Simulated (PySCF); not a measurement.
CH2NO (SMILES N[C]=O), doublet, at a GFN2-xTB geometry; PBE0/6-31G* in PySCF.

PySCF was given this input:
```python
from pyscf import gto, scf, dft

mol = gto.M(
    atom='''
O    -0.26239492    1.20792016   -0.01400583
C    -0.41467571    0.01679901    0.00061495
N     0.43485650   -0.99377497    0.01109142
H     0.09501155   -1.93993374    0.02313653
H     1.44820656   -0.86779678    0.00758046
''',
    basis='6-31g*',
    spin=1,
    verbose=4,
)

mf = dft.UKS(mol)
mf.xc = 'pbe0'
mf.kernel()
```

Output, abridged:

```
PySCF version 2.14.0

[INPUT] verbose = 4
[INPUT] num. atoms = 5
[INPUT] num. electrons = 23
[INPUT] charge = 0
[INPUT] spin (= nelec alpha-beta = 2S) = 1
[INPUT] symmetry False subgroup None
[INPUT] Mole.unit = angstrom
[INPUT] Symbol           X                Y                Z      unit          X                Y                Z       unit  Magmom
[INPUT]  1 O     -0.262394920000   1.207920160000  -0.014005830000 AA   -0.495854535277   2.282638282741  -0.026467182847 Bohr   0.0
[INPUT]  2 C     -0.414675710000   0.016799010000   0.000614950000 AA   -0.783623522410   0.031745528064   0.001162087080 Bohr   0.0
[INPUT]  3 N      0.434856500000  -0.993774970000   0.011091420000 AA    0.821759688487  -1.877962522748   0.020959746133 Bohr   0.0
[INPUT]  4 H      0.095011550000  -1.939933740000   0.023136530000 AA    0.179545808170  -3.665943468403   0.043721705173 Bohr   0.0
[INPUT]  5 H      1.448206560000  -0.867796780000   0.007580460000 AA    2.736713770198  -1.639898245979   0.014324993298 Bohr   0.0

nuclear repulsion = 64.4541763652117
number of shells = 22
number of NR pGTOs = 89
number of NR cGTOs = 46
basis = 6-31g*
ecp = {}

******** <class 'pyscf.dft.uks.UKS'> ********
method = UKS
initial guess = minao
damping factor = 0
level_shift factor = 0
DIIS = <class 'pyscf.scf.diis.CDIIS'>
diis_start_cycle = 1
diis_space = 8
diis_damp = 0
SCF conv_tol = 1e-09
SCF conv_tol_grad = None
SCF max_cycles = 50
direct_scf = True
direct_scf_tol = 1e-13
number electrons alpha = 12  beta = 11
XC library pyscf.dft.libxc version 7.1.2
    S. Lehtola, C. Steigemann, M. J. T. Oliveira, and M. A. L. Marques,  SoftwareX 7, 1–5 (2018)
XC functionals = pbe0
    C. Adamo and V. Barone,  J. Chem. Phys. 110, 6158 (1999)
    M. Ernzerhof and G. E. Scuseria,  J. Chem. Phys. 110, 5029 (1999)
radial grids:
    Treutler-Ahlrichs [JCP 102, 346 (1995); DOI:10.1063/1.469408] (M4) radial grids

becke partition: Becke, JCP 88, 2547 (1988); DOI:10.1063/1.454033
pruning grids: <function nwchem_prune>
grids dens level: 3
symmetrized grids: False
atomic radii adjust function: <function treutler_atomic_radii_adjust>
small_rho_cutoff = 0
Set gradient conv threshold to 3.16228e-05
tot grids = 61720
init E= -169.439084533756

cycle= 1 E= -168.929981155057  delta_E= 0.509  |g|= 0.51  |ddm|= 1.77
cycle= 2 E= -168.433996656367  delta_E= 0.496  |g|= 1.21  |ddm|= 1.57
cycle= 3 E= -169.038095882118  delta_E= -0.604  |g|= 0.0891  |ddm|= 1.21
cycle= 4 E= -169.040885002429  delta_E= -0.00279  |g|= 0.0467  |ddm|= 0.109
cycle= 5 E= -169.041752660949  delta_E= -0.000868  |g|= 0.0119  |ddm|= 0.0418
cycle= 6 E= -169.041821490415  delta_E= -6.88e-05  |g|= 0.00291  |ddm|= 0.0124
cycle= 7 E= -169.041827266254  delta_E= -5.78e-06  |g|= 0.000806  |ddm|= 0.00621
cycle= 8 E= -169.041827987505  delta_E= -7.21e-07  |g|= 0.000225  |ddm|= 0.00195
cycle= 9 E= -169.041828072865  delta_E= -8.54e-08  |g|= 8.43e-05  |ddm|= 0.000575
cycle= 10 E= -169.041828087468  delta_E= -1.46e-08  |g|= 2.63e-05  |ddm|= 0.000264
cycle= 11 E= -169.041828088722  delta_E= -1.25e-09  |g|= 1.75e-05  |ddm|= 9.1e-05
cycle= 12 E= -169.041828088883  delta_E= -1.61e-10  |g|= 6.31e-06  |ddm|= 2.26e-05
Extra cycle  E= -169.041828088879  delta_E= 3.64e-12  |g|= 1.06e-05  |ddm|= 1.48e-05
converged SCF energy = -169.041828088879  <S^2> = 0.75320277  2S+1 = 2.0032002
```
